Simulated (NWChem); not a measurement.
CH$_{5}$FGe; SMILES [CH3][GeH2][F]

All runs: NWChem. All runs use the structure optimised with PBE0/def2-SVP.

Diagonal of the polarisability tensor at B3LYP/def2-SVPD, static: 43.91, 46.38, 42.47 bohr³.

Q: Find the mean polarisability volume, the molar refraction, and the refractive index that an ideal gas of it would have at 273.15 K and 1 atm.

A: 
1. Mean: one third of the trace = 44.25 bohr³ × 0.14818 Å³/bohr³ = 6.56 Å³.
2. Molar refraction (Lorentz-Lorenz): (4π/3) N_A α = 16.5 cm³/mol.
3. Number density p/kT = 2.687 × 10⁻⁵ Å⁻³; n − 1 = 2π N α = 11.07 × 10⁻⁴.
4. These hold the electronic response alone: vibrational and orientational terms add to the static dielectric constant.
